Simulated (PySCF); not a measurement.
Solvent effects on NMR parameters

Numbering as in the mapped SMILES `[OH:1][SiH2:2][CH:3]([F:4])[F:5]`; H(Xn) means a hydrogen on atom n.

GIAO PBE0/pcSseg-1 in PySCF 2.14 on one PBE0-D3(BJ)/def2-SVP conformer, non-relativistic, equivalent nuclei averaged. Solvents enter as an IEF-PCM continuum (acetone with ε = 20.5, dimethylsulfoxide with ε = 46.8) around the gas-phase geometry. Shifts are referred to TMS, CFCl3 computed in the same medium.

Gas phase, δ in ppm: Si2 -24.3, C3 123.6, F4/F5 -153.3, H(C3) 5.87, H(Si2) 4.86, H(O1) 1.16. Dipole moment 1.72 D.

**Question.** How does each δ change in the continuum?

**Answer.** 
```json
{"atoms": "Si2", "environment": "silicon bonded to C, O, 2 H", "Δδ, acetone": "+1.3", "Δδ, dimethylsulfoxide": "+1.4"}
{"atoms": "C3", "environment": "sp3 CH bonded to 2 F and Si", "Δδ, acetone": "+2.1", "Δδ, dimethylsulfoxide": "+2.2"}
{"atoms": "F4/F5", "environment": "fluorine of a CF2 group", "Δδ, acetone": "-2.4", "Δδ, dimethylsulfoxide": "-2.4"}
{"atoms": "H(C3)", "environment": "hydrogen on an sp3 CH bonded to 2 F and Si", "Δδ, acetone": "+0.31", "Δδ, dimethylsulfoxide": "+0.32"}
{"atoms": "H(Si2)", "environment": "hydrogen on a silicon bonded to C, O", "Δδ, acetone": "-0.01", "Δδ, dimethylsulfoxide": "-0.01"}
{"atoms": "H(O1)", "environment": "hydrogen on an oxygen bonded to Si", "Δδ, acetone": "+0.78", "Δδ, dimethylsulfoxide": "+0.82"}
```

Changes are relative to the gas phase. The dipole moment becomes 2.13 D in acetone, 2.15 D in dimethylsulfoxide.

**Question.** Which nuclei move most (in ppm), and what does the model miss?

**Answer.** F4/F5 (fluorine of a CF2 group, -2.4 ppm) in dimethylsulfoxide. A continuum only polarises the solute; specific hydrogen bonds, the anisotropy of aromatic solvents and changes of geometry or conformer are outside it.
